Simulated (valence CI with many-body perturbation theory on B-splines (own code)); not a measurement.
Values are calculated unless marked as measured or tabulated.
Sensitivity of CI+MBPT for S³⁺

Level of theory: relativistic CI+MBPT: three valence electrons over a frozen Dirac-Fock core [Ne], radial functions for each j: 6 s, 6 p, 5 d, 3 f, 1 g, with the one-electron correlation potential Σ1, the two-electron term Σ2, the three-electron term Σ3, Breit, model QED; selected CI, second order for the rest (own B-spline code, finite nucleus).

Set against measurement, 23 paired levels are off by 139 cm⁻¹ on average, the worst by 268.

The reference run has the lowest level 3s2 3p 2P°_1/2 and an ionisation energy of 47.3441 eV. Its largest variational space holds 4019 state functions.

Changed runs:
A. QED terms on → off
B. correlating orbitals by l 3 3 3 2 1 → 5 1 4 3 0
C. three-electron term on → off
D. correlating orbitals by l 3 3 3 2 1 → 2 2 1 1 0; natural orbitals for correlation on → off (bad on purpose)

Excitation energies of the reference run in cm⁻¹, and shifts in cm⁻¹:

| Level | Reference | A | B | C | D |
| --- | --- | --- | --- | --- | --- |
| 3s2 3p 2P°_3/2 | 953 | -2.5 | -0.2 | -0.4 | -5.7 |
| 3s 3p2 4P_1/2 | 70974 | +51 | -144 | -28 | -1006 |
| 3s 3p2 4P_3/2 | 71318 | +50 | -144 | -28 | -1006 |
| 3s 3p2 4P_5/2 | 71866 | +49 | -144 | -28 | -1006 |
| 3s 3p2 2D_3/2 | 94059 | +41 | +1.3 | -12 | +377 |
| 3s 3p2 2D_5/2 | 94106 | +40 | +1.3 | -13 | +380 |
| 3s 3p2 2S_1/2 | 123778 | +48 | +289 | +48 | +2330 |
| 3s 3p2 2P_1/2 | 133833 | +52 | +219 | +30 | +1420 |
| 3s 3p2 2P_3/2 | 134460 | +50 | +219 | +29 | +1414 |
| 3s2 3d 2D_3/2 | 152351 | +1.9 | +429 | +99 | +3087 |
| 3s2 3d 2D_5/2 | 152364 | +1.7 | +429 | +100 | +3087 |
| 3s2 4s 2S_1/2 | 181416 | -27 | -48 | +92 | -125 |
| Ionisation energy (eV) | 47.3441 | -0.0020 | -0.0183 | +0.0115 | -0.0989 |
